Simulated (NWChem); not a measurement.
System: C3H10N cation; SMILES C[NH+](C)C

NWChem input:

```
start job
memory heap 200 mb stack 900 mb global 1100 mb
charge 1
geometry units angstroms noautosym nocenter noautoz
  C     -0.888555     1.134676    -0.109349
  N      0.000000     0.000000     0.334223
  C      1.426936     0.202173    -0.109349
  C     -0.538381    -1.336849    -0.109349
  H     -0.484685     2.071075     0.278131
  H     -0.903326     1.153076    -1.200303
  H     -1.894341     0.967431     0.278676
  H      0.000000     0.000000     1.360441
  H      1.784990     1.156832     0.278676
  H      1.450256     0.205765    -1.200303
  H      2.035946    -0.615788     0.278131
  H      0.109351    -2.124263     0.278676
  H     -1.551261    -1.455287     0.278131
  H     -0.546930    -1.358841    -1.200303
end
basis spherical
  * library def2-svp
end
dft
  xc m05-2x
  iterations 150
end
cosmo
  dielec 4.8
end
task dft energy
```

Output (shortened):

```
             Northwest Computational Chemistry Package (NWChem) 7.3.0
             --------------------------------------------------------

                             Geometry "geometry" -> ""
                             -------------------------

 Output coordinates in angstroms (scale by  1.889725989 to convert to a.u.)

  No.       Tag          Charge          X              Y              Z
 ---- ---------------- ---------- -------------- -------------- --------------
    1 C                    6.0000    -0.88855500     1.13467600    -0.10934900
    2 N                    7.0000     0.00000000     0.00000000     0.33422300
    3 C                    6.0000     1.42693600     0.20217300    -0.10934900
    4 C                    6.0000    -0.53838100    -1.33684900    -0.10934900
    5 H                    1.0000    -0.48468500     2.07107500     0.27813100
    6 H                    1.0000    -0.90332600     1.15307600    -1.20030300
    7 H                    1.0000    -1.89434100     0.96743100     0.27867600
    8 H                    1.0000     0.00000000     0.00000000     1.36044100
    9 H                    1.0000     1.78499000     1.15683200     0.27867600
   10 H                    1.0000     1.45025600     0.20576500    -1.20030300
   11 H                    1.0000     2.03594600    -0.61578800     0.27813100
   12 H                    1.0000     0.10935100    -2.12426300     0.27867600
   13 H                    1.0000    -1.55126100    -1.45528700     0.27813100
   14 H                    1.0000    -0.54693000    -1.35884100    -1.20030300

 Effective nuclear repulsion energy (a.u.)     145.7009503393

                                 NWChem DFT Module
                                 -----------------

 Summary of "ao basis" -> "ao basis" (spherical)
 ------------------------------------------------------------------------------
       Tag                 Description            Shells   Functions and Types
 ---------------- ------------------------------  ------  ---------------------
 C                          def2-svp                 6       14   3s2p1d
 N                          def2-svp                 6       14   3s2p1d
 H                          def2-svp                 3        5   2s1p

 in cosmo_initialize ...

 solvent parameters
 solvname_short: unkn
 solvname_long:  unknown
 dielec:        4.8000

          ---------------
          -cosmo- solvent
          ---------------
 Cosmo: York-Karplus, doi: 10.1021/jp992097l
 dielectric constant -eps-     =   4.80
 screen = (eps-1)/(eps    )    =   0.79167
 surface charge correction     = lagrangian

   van der Waals surface
 --------------------------

[...]

                                   COSMO solvation results
                                   -----------------------

                 gas phase energy =      -174.672322918796
                 sol phase energy =      -174.750206667616
 (electrostatic) solvation energy =         0.077883748819 (   48.87 kcal/mol)

                       DFT Final Molecular Orbital Analysis
                       ------------------------------------

 Vector   15  Occ=2.000000D+00  E=-5.137775D-01
              MO Center=  1.7D-01, -3.4D-02,  7.4D-02, r^2= 3.9D+00
   Bfn.  Coefficient  Atom+Function         Bfn.  Coefficient  Atom+Function
  ----- ------------  ---------------      ----- ------------  ---------------
    33      0.308682   3 C  py               46      0.266185   4 C  px
    77      0.221694   9 H  s                 4     -0.214738   1 C  px
    87     -0.212574  11 H  s                97     -0.208920  13 H  s
    67      0.185725   7 H  s                92      0.168287  12 H  s
    57     -0.162763   5 H  s                 5     -0.135857   1 C  py

 Vector   16  Occ=2.000000D+00  E=-5.132828D-01
              MO Center= -2.3D-01,  1.9D-01,  4.9D-02, r^2= 3.4D+00
   Bfn.  Coefficient  Atom+Function         Bfn.  Coefficient  Atom+Function
  ----- ------------  ---------------      ----- ------------  ---------------
    18      0.233839   2 N  px               32      0.233343   3 C  px
     4      0.227108   1 C  px               67     -0.214840   7 H  s
    97     -0.198310  13 H  s                46      0.187461   4 C  px
    57      0.176859   5 H  s                77      0.170766   9 H  s
    47      0.152707   4 C  py               19      0.140892   2 N  py

 Vector   17  Occ=2.000000D+00  E=-5.132132D-01
              MO Center=  1.8D-02, -1.7D-01,  4.9D-02, r^2= 3.5D+00
   Bfn.  Coefficient  Atom+Function         Bfn.  Coefficient  Atom+Function
  ----- ------------  ---------------      ----- ------------  ---------------
     5      0.242417   1 C  py               92     -0.242238  12 H  s
    19      0.232428   2 N  py               47      0.229280   4 C  py
    87     -0.195026  11 H  s                57      0.174322   5 H  s
    33      0.171690   3 C  py               46     -0.145998   4 C  px
    18     -0.142887   2 N  px               32     -0.131748   3 C  px

 Vector   18  Occ=0.000000D+00  E= 3.966291D-02
              MO Center=  7.1D-03,  9.3D-04,  5.1D-01, r^2= 5.5D+00
   Bfn.  Coefficient  Atom+Function         Bfn.  Coefficient  Atom+Function
  ----- ------------  ---------------      ----- ------------  ---------------
    17      0.989871   2 N  s                73     -0.768725   8 H  s
     3      0.732638   1 C  s                31      0.735826   3 C  s
    45      0.732624   4 C  s                58     -0.416949   5 H  s
    78     -0.417469   9 H  s                88     -0.416563  11 H  s
    93     -0.417383  12 H  s                68     -0.412952   7 H  s

 Vector   19  Occ=0.000000D+00  E= 9.742985D-02
              MO Center= -3.0D-03, -3.9D-04, -6.2D-01, r^2= 5.7D+00
   Bfn.  Coefficient  Atom+Function         Bfn.  Coefficient  Atom+Function
  ----- ------------  ---------------      ----- ------------  ---------------
    73     -0.991920   8 H  s                63      0.948137   6 H  s
   103      0.947872  14 H  s                83      0.941777  10 H  s
     3     -0.661381   1 C  s                45     -0.661177   4 C  s
    31     -0.651949   3 C  s                17      0.589917   2 N  s
     9      0.437571   1 C  pz               51      0.437233   4 C  pz

 Vector   20  Occ=0.000000D+00  E= 1.068535D-01
              MO Center= -1.3D-02, -2.2D-03,  1.4D-01, r^2= 6.5D+00
   Bfn.  Coefficient  Atom+Function         Bfn.  Coefficient  Atom+Function
  ----- ------------  ---------------      ----- ------------  ---------------
    17      1.828514   2 N  s                 3     -1.237491   1 C  s
    45     -1.240045   4 C  s                31     -1.232763   3 C  s
    68      0.606482   7 H  s                98      0.608045  13 H  s
    78      0.593185   9 H  s                88      0.591817  11 H  s
    58      0.587203   5 H  s                93      0.587732  12 H  s

     Multipole analysis of the density
     ---------------------------------

     L   x y z        total         alpha         beta         nuclear
     -   - - -        -----         -----         ----         -------
     0   0 0 0      1.000000    -17.000000    -17.000000     35.000000

     1   1 0 0     -0.002008     -0.001004     -0.001004     -0.000000
     1   0 1 0     -0.001967     -0.000984     -0.000984      0.000000
     1   0 0 1      0.447011      0.411314      0.411314     -0.375617

     2   2 0 0    -14.669626    -70.693773    -70.693773    126.717919
     2   1 1 0     -0.005396     -0.002695     -0.002695     -0.000006
     2   1 0 1     -0.010146     -0.005073     -0.005073     -0.000000
     2   0 2 0    -14.665805    -70.691847    -70.691847    126.717889
     2   0 1 1      0.000288      0.000144      0.000144     -0.000000
     2   0 0 2    -16.036199    -21.650991    -21.650991     27.265783
```

Level: M05-2X/def2-SVP, COSMO on the gas-phase geometry. Structure relaxed at the B3LYP/6-31G* (spherical d) level. COSMO prints the solvation energy as gas minus solution, so a positive value is a stabilisation.
